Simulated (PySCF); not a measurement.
## Worked example: chemical shift, span and skew from a shielding tensor

ethenyl(ethynyl)silane (C₄H₆Si), SMILES C#C[SiH2]C=C. Atoms are numbered in the order given.

```xyz
11

C      2.4575     0.4865     1.2051
C      1.5591     0.2629     0.4151
Si     0.1878    -0.0841    -0.7594
C     -1.3513    -0.5940     0.1655
C     -2.5133     0.0608     0.0643
H      3.2526     0.6857     1.9017
H     -0.1059     1.1457    -1.5532
H      0.6461    -1.1695    -1.6783
H     -1.3013    -1.4737     0.8206
H     -2.6241     0.9485    -0.5690
H     -3.4091    -0.2564     0.6099
```

Geometry: PBE0-D3(BJ)/def2-SVP. One conformer was computed; it need not be the lowest.

GIAO shieldings from PBE/pcSseg-1 (PySCF), non-relativistic, no solvent. The symmetric part of the tensor of C5 has the principal values -83.7, 38.4, 152.7 ppm. The same nucleus in TMS has σ = 182.0 ppm at this level (PySCF, at its B3LYP-D3(BJ)/def2-TZVP geometry).

### Question
Work out the isotropic shielding, the ¹³C shift against TMS, the span and the skew.

### Answer

σ(iso) = (σ11 + σ22 + σ33)/3 = 35.8 ppm. δ = σ(ref) − σ(iso) = 182.0 − (35.8) = 146.2 ppm.
Span Ω = σ33 − σ11 = 236.4 ppm. Skew κ = 3(σ(iso) − σ22)/Ω = -0.03. Tumbling in solution averages the tensor to δ; in a static solid the shielding alone would spread this spin-1/2 line over Ω.
